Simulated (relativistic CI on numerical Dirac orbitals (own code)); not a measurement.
Calculated at this level of theory: Dirac-Coulomb-Breit CI, orbitals from a KLI potential per configuration, model QED (radiative potential, 1s self-energy scaled to tabulated hydrogen-like ionisation energies), unscaled Slater integrals (own radial code, finite nucleus).

The strongest absorption lines from the ground level of an ion, among the configurations computed and to levels below about 479 eV (vacuum wavelength in Å, gf): 30.999 (0.53), 31.000 (0.47), 31.521 (0.82), 36.665 (0.47), 37.423 (2.8), 37.446 (2.2), 37.611 (0.8), 38.270 (1.4).

Q: Which ion is it?
A. Ti¹³⁺
B. Ar¹¹⁺
C. Ar⁷⁺
D. Ar⁹⁺

A: D. Ar⁹⁺ has 9 electrons and the ground level 2s2 2p5 2P°_3/2; the strongest line goes to 2s2 2p4 3d 2D_5/2. The pattern of lines fixes the number of electrons, and along that sequence the line energies rise steadily with the charge (about as its square where n changes within one kind of shell, about linearly where n is kept but much faster in heavy ions where fine structure, which grows about as Z⁴, sets the gap, and irregularly where shells cross), which fixes Z. Configurations outside the model, such as inner-shell arrays, can give stronger lines. At this charge energies of transitions that change n are usually good to better than 1 %, and those within a shell (Δn = 0) to a few per cent.

LS names give the leading component of a level, which can be under half, so a name can repeat, a term be missing and a line seem to break the LS rules.
